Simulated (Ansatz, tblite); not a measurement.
Forces on the cluster Ga₂N⁺ at its PBE0-D4/def2-TZVP geometry. Charge 1, multiplicity 1.

The xTB rows come from tblite. At r2SCAN-D4/def2-TZVP the restricted singlet is unstable: a solution with broken spin symmetry lies lower. The order of the spin states hangs on the level: the triplet lies 0.28 eV below the singlet at PBE0-D4/def2-TZVP, but 1.04 eV above it at GFN1-xTB. The structure comes from a short search, and lower isomers may exist.

GFN1-xTB (tblite), largest force 1.80 eV/Å:

```xyz
3
positions Å, forces eV/Å
Ga   -1.542    0.768    0.355   -1.581    0.788    0.364
Ga    1.542   -0.768   -0.355    1.582   -0.788   -0.364
N     0.000    0.000    0.000    0.000    0.000    0.000
```

GFN2-xTB (tblite), largest force 1.10 eV/Å:

```
Ga -0.968 0.483 0.222
Ga 0.968 -0.482 -0.223
N 0.000 -0.001 0.001
```

r2SCAN-D4/def2-TZVP (Ansatz), largest force 0.19 eV/Å:

```
Ga 0.168 -0.083 -0.039
Ga -0.168 0.084 0.038
N 0.000 -0.001 0.001
```
